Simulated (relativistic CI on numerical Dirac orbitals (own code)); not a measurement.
From line strength to rate: B⁺ 1362.46 Å (vacuum)

Problem. For 2s2 1S_0 – 2s 2p 1P°_1 of B⁺ a semi-empirical relativistic CI calculation gives the line strength S = 4.499 e²a₀² in the length gauge. The measured levels are 0.00 and 73396.51 cm⁻¹ (NIST Handbook). Find gf, f, A and the partial lifetime.

Working.
1. σ = 73396.51 − 0.00 = 73396.51 cm⁻¹, so the vacuum wavelength is 10⁸/σ = 1362.46 Å.
2. gf = 303.756 S/λ(Å) = 1.003, log gf = 0.001; with g = 1 for the lower level, f = 1.
3. A = 2.02613 × 10¹⁸ S/(g_u λ³) with g_u = 3: A = 1.20 × 10^9 s⁻¹.
4. The partial lifetime for this S is 1/A = 0.832 ns; in the calculation this line carries 100 % of the decay of the upper level.

Check. The Handbook lists A = 1.19 × 10^9 s⁻¹, a tabulated value with its own uncertainty (a few per cent for the best lines, 25 % or more for others); ours lies 1 % above it. The velocity form of the same calculation gives S = 3.73, and the gap between the two forms is a rough gauge of the error in S. With the computed energy (75684 cm⁻¹) in place of the measured one the rate would change by the factor (σ_calc/σ)³ = 1.10.
